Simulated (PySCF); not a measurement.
**Multinuclear NMR of C₄H₁₂FPSi₂**

Geometry:
| atom | x (Å) | y (Å) | z (Å) |
| --- | --- | --- | --- |
| F1 | -1.586 | -1.226 | -1.611 |
| C2 | -0.700 | -1.797 | -0.728 |
| C3 | -0.477 | -0.885 | 0.473 |
| C4 | 0.109 | 0.430 | 0.045 |
| C5 | -0.615 | 1.549 | 0.024 |
| Si6 | -2.432 | 1.747 | 0.494 |
| Si7 | 1.913 | 0.424 | -0.537 |
| P8 | 2.895 | -1.383 | 0.364 |
| H9 | -1.134 | -2.757 | -0.428 |
| H10 | 0.233 | -1.963 | -1.278 |
| H11 | 0.215 | -1.403 | 1.146 |
| H12 | -1.426 | -0.732 | 0.989 |
| H13 | -0.117 | 2.449 | -0.318 |
| H14 | -3.285 | 0.883 | -0.316 |
| H15 | -2.607 | 1.424 | 1.917 |
| H16 | -2.787 | 3.152 | 0.279 |
| H17 | 2.556 | 1.689 | -0.154 |
| H18 | 2.022 | 0.268 | -1.994 |
| H19 | 3.041 | -0.838 | 1.627 |
| H20 | 4.176 | -1.020 | 0.000 |

PySCF calculation with GFN2-xTB geometry and GIAO PBE0/pcSseg-1 shieldings; no relativistic terms, averaged over atoms made equivalent by symmetry, fast rotation or ring inversion, gas phase, one computed conformer.

Question: Predict the 19F NMR data.

Answer: 
| atoms | environment | σ (ppm) | δ (ppm) |
| --- | --- | --- | --- |
| F1 | fluorine on an sp3 carbon | 415.3 | -214.2 |

Shieldings were converted by a linear fit to measured shifts: 19F (scatter 6.0 ppm rms, 7.0 ppm with the 5 outliers that the fit left out vs CFCl3, solution or neat liquid, with a term for F on sp3 carbon). A few per cent of atoms miss by over 2 rms, more outside the fitted compound classes.

On a 500 MHz spectrometer 19F resonates near 470.5 MHz, so 1 ppm is 470.5 Hz.

Question: Predict the 31P NMR data.

Answer: 
```tsv
atoms	environment	σ (ppm)	δ (ppm)
P8	phosphorus bonded to Si, 2 H	625.1	-247.7
```

Shieldings were converted by a linear fit to measured shifts: 31P: δ = 270.09 − 0.828σ (rms 18.1 ppm, 64 shifts vs H3PO4, solution or neat liquid). A few per cent of atoms miss by over 2 rms, more outside the fitted compound classes.

On a 300 MHz spectrometer 31P resonates near 121.4 MHz, so 1 ppm is 121.4 Hz.

Question: Predict the 29Si NMR data.

Answer: 
| atoms | environment | σ (ppm) | δ (ppm) |
| --- | --- | --- | --- |
| Si7 | silicon bonded to C, P, 2 H | 402.0 | -50.4 |
| Si6 | silicon bonded to C, 3 H | 439.1 | -81.0 |

Shieldings were converted by a linear fit to measured shifts: 29Si: δ = 279.94 − 0.822σ (rms 8.9 ppm, 72 shifts, 25.8 ppm with the 6 outliers that the fit left out vs TMS, solution or neat liquid). Occasional misses reach two or three times the rms, and more in compound classes unlike the fitted ones.

On a 400 MHz spectrometer 29Si resonates near 79.5 MHz, so 1 ppm is 79.5 Hz.
